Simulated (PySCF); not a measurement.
**Excitation energy of Sc by level of theory**

Sc [Ar] 3d1 4s2 (2D) → Sc [Ar] 3d1 4s1 5s1 (4D), as a difference of total energies. All numbers are calculated (PySCF 2.14, the non-relativistic Hamiltonian (point nucleus), in dyall-av2z (16s12p7d2f, 101 functions)). Correlated levels: valence: [Ar] frozen; virtual orbitals above 40 to 60 times the deepest correlated orbital energy dropped. The calculations carry no spin-orbit coupling.

```csv
method,excitation energy (cm⁻¹)
UHF,26195
LDA,34413
PBE,33364
PBE0,32324
TPSSh,32934
PW91,33648
B2PLYP,33527
wB97X,35897
MP2 (valence),31164
SCS-MP2 (valence),32576
```

The promoted electron is Rydberg-like, and one or two diffuse shells describe it only roughly, which tends to raise the upper state.
